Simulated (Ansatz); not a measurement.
Basis-set extrapolation for `C[Si](N)(F)BO` (PBE0-D4/def2-TZVP geometry, frozen core, the Gaussian-basis code of Ansatz). Multiplicity 1, RHF reference.

```tsv
	def2-TZVPP	def2-QZVPP
HF	-584.610656	-584.634279
MP2 correlation	-1.096052	-1.182987
CCSD(T) correlation	-1.177450	not run
```

Energies in hartree. Use E(X) = E(∞) + A·exp(−7.88·√X) for Hartree–Fock and E(X) = E(∞) + B·X^(−2.97) for correlation, with X = 3 and 4, and add CCSD(T) minus MP2 of the smaller set to the MP2 limit.

**Question.** What is the CCSD(T) energy at the basis-set limit?

**Answer.** HF limit: -584.634279 + (-0.023623) × 0.13774 = -584.63753. MP2 limit: -1.182987 + (-0.086935) × 0.74074 = -1.24738. Higher-order term: -1.177450 − (-1.096052) = -0.08140. Total: -585.96631 hartree, 111.8 kcal/mol below CCSD(T)/def2-TZVPP.
